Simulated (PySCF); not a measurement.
Si(F)(Me)2(SeH) (C2H7FSeSi), SMILES C[Si](C)(F)[SeH]. Geometry optimised at B3LYP-D3(BJ)/def2-SVP. Other conformers were not sampled.

Computed equilibrium geometry at B3LYP-D3(BJ)/def2-SVP (PySCF confirms it by a frequency run) as Cartesian coordinates in Å (one conformer of several):
```xyz
12

C      1.8163    -0.2146    -1.4031
Si     0.4426    -0.6783    -0.2285
C     -0.6734    -2.0067    -0.9152
F      1.1146    -1.2371     1.1543
Se    -0.7490     1.1678     0.4637
H      1.4046     0.2200    -2.3284
H      2.4853     0.5296    -0.9450
H      2.4100    -1.1028    -1.6762
H     -1.4352    -2.2955    -0.1753
H     -1.1933    -1.6474    -1.8181
H     -0.0895    -2.9014    -1.1887
H     -1.2014     1.4502    -0.9139
```
